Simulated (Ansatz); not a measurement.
`[OH][Hf]([OH])([OH])[SeH]`, charge 0, multiplicity 1.

Give a relaxed structure at PBE0-D4/def2-TZVP (the Gaussian-basis code of Ansatz). (Estimate.)

Ansatz gave: 
Z-matrix (Å, degrees):
```
Hf
O 1 1.915
O 1 1.919 2 111.6
O 1 1.918 2 112.6 3 -122.8
Se 1 2.617 2 104.2 3 118.4
H 2 0.952 1 159.7 3 117.0
H 3 0.951 1 158.5 2 29.4
H 4 0.951 1 161.1 2 123.7
H 5 1.472 1 90.3 2 176.2
```
This is one stationary point; other conformers may exist.
